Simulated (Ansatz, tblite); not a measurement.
Spin states of Si4O (the lowest singlet isomer of a short search), each relaxed with PBE0-D4/def2-SVP in Ansatz. Electronic energies in the gas phase.

The xTB rows come from tblite. Correlated methods freeze 21 core orbitals. The structure comes from a short search, and lower isomers may exist.

Singlet geometry (Cs within 0.1 Å):

```xyz
5

O     1.686    0.636    0.167
Si   -1.138   -0.816   -0.843
Si   -2.013    0.011    1.204
Si    1.371   -0.261   -1.260
Si    0.093    0.430    0.733
```

Triplet geometry (Cs within 0.1 Å):

```xyz
5

O    -0.462    1.005    1.403
Si   -0.374   -1.284   -0.948
Si    1.626   -0.131   -1.558
Si   -1.446   -0.345    0.927
Si    0.656    0.756    0.176
```

Quintet geometry:

```xyz
5

O    -0.821   -1.218    0.651
Si    0.002    1.515   -0.906
Si    1.857   -0.116   -0.901
Si   -1.650    0.133    0.069
Si    0.612   -0.314    1.087
```

⟨S²⟩: triplet 2.02 at PBE0-D4/def2-TZVP (pure 2.00), quintet 6.04 at PBE0-D4/def2-TZVP (pure 6.00).

Run but left out: HF/STO-3G (singlet: restricted singlet, unstable in another Hartree–Fock run and untested here); HF/def2-TZVP, HF/def2-TZVPP (singlet: restricted singlet, unstable towards broken spin symmetry); MP2/def2-TZVP, MP2/def2-TZVPP (triplet: ⟨S²⟩ 2.21, where a pure state has 2.00); MP2/def2-TZVP, MP2/def2-TZVPP (quintet: ⟨S²⟩ 6.20, where a pure state has 6.00).

Only these spin states were relaxed. The quintet has other bonds than the singlet, so the gap mixes isomer and spin.

```tsv
level	triplet − singlet (kJ/mol)	quintet − singlet (kJ/mol)	lowest of these	remarks
GFN2-xTB	39.0	117.1	singlet	–
PBE-D4/def2-TZVP	83.4	161.6	singlet	–
r2SCAN-D4/def2-TZVP	72.4	148.7	singlet	–
PBE0-D4/def2-TZVP	87.9	157.4	singlet	–
ωB97X-V/def2-TZVP	114.6	188.8	singlet	–
PBE-QIDH/def2-TZVP	99.4	178.9	singlet	–
CCSD/def2-TZVPP	108.3	174.6	singlet	large T1 (0.023) (singlet), large T1 (0.045) (triplet), restricted SCF unstable (singlet), spin-contaminated (⟨S²⟩ 2.21) (triplet), spin-contaminated (⟨S²⟩ 6.20) (quintet)
CCSD(T)/def2-TZVPP	106.2	185.8	singlet	large T1 (0.023) (singlet), large T1 (0.045) (triplet), restricted SCF unstable (singlet), spin-contaminated (⟨S²⟩ 2.21) (triplet), spin-contaminated (⟨S²⟩ 6.20) (quintet)
```

Change of the quintet − singlet gap on mixing in exact exchange, in kJ/mol: PBE to PBE0 (25 % exact exchange) -4.2.

The xTB methods have no spin-polarisation term.
